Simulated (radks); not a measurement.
Values are calculated unless marked as measured or tabulated.
Initial-state core-level shifts of the scandium ion Sc+ when its valence configuration changes from [Ar] 3d1 4s1. Level of theory: scalar-relativistic Kohn-Sham, LDA (Slater exchange, Perdew-Wang correlation), spin-polarised, spherical densities, finite nucleus; open shells are filled with parallel spins first; Fermi nuclear charge, rms radius 3.5459 fm (a radial shooting solver on a logarithmic mesh with Libxc functionals). Shifts are changes of the shell-averaged eigenvalues in eV (positive: less bound); the change of the density at the nucleus, which sets a Mossbauer isomer shift, is in e/bohr^3, on a base of 7248.

valence              1s      2s      2p      3s  density at nucleus
4s2              -5.778  -6.752  -6.662  -5.554             +6.4303
4s1.5 4p0.5      -6.337  -7.319  -7.226  -6.106             +4.3151
3d1 4p1          -1.182  -1.163  -1.160  -1.171             -3.9038
3d1 4s0.5 4p0.5  -0.595  -0.585  -0.584  -0.590             -1.9413
4s1 4p1          -6.789  -7.784  -7.686  -6.569             +2.1292
3d2              +4.186  +4.906  +4.836  +4.297             -4.7431
3d1.5 4s0.5      +2.265  +2.655  +2.617  +2.294             -2.5503
4s0.5 4p1.5      -7.366  -8.368  -8.267  -7.133             -0.1362
4p2              -7.935  -8.943  -8.838  -7.688             -2.4446
